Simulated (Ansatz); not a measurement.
Basis-set extrapolation for CH4BFOSi, SMILES `FC1([SiH3])BO1` (PBE0-D4/def2-TZVP geometry, frozen core, the Gaussian-basis code of Ansatz). Multiplicity 1, RHF reference.

|  | def2-TZVPP | def2-QZVPP |
| --- | --- | --- |
| HF | -528.194883 | -528.214723 |
| MP2 correlation | -0.859895 | -0.928816 |
| CCSD(T) correlation | -0.925835 | not run |

Energies in hartree. Use E(X) = E(∞) + A·exp(−7.88·√X) for Hartree–Fock and E(X) = E(∞) + B·X^(−2.97) for correlation, with X = 3 and 4, and add CCSD(T) minus MP2 of the smaller set to the MP2 limit.

Problem. What is the CCSD(T) energy at the basis-set limit?

Solution. HF limit: -528.214723 + (-0.019840) × 0.13774 = -528.21746. MP2 limit: -0.928816 + (-0.068921) × 0.74074 = -0.97987. Higher-order term: -0.925835 − (-0.859895) = -0.06594. Total: -529.26327 hartree, 89.5 kcal/mol below CCSD(T)/def2-TZVPP.
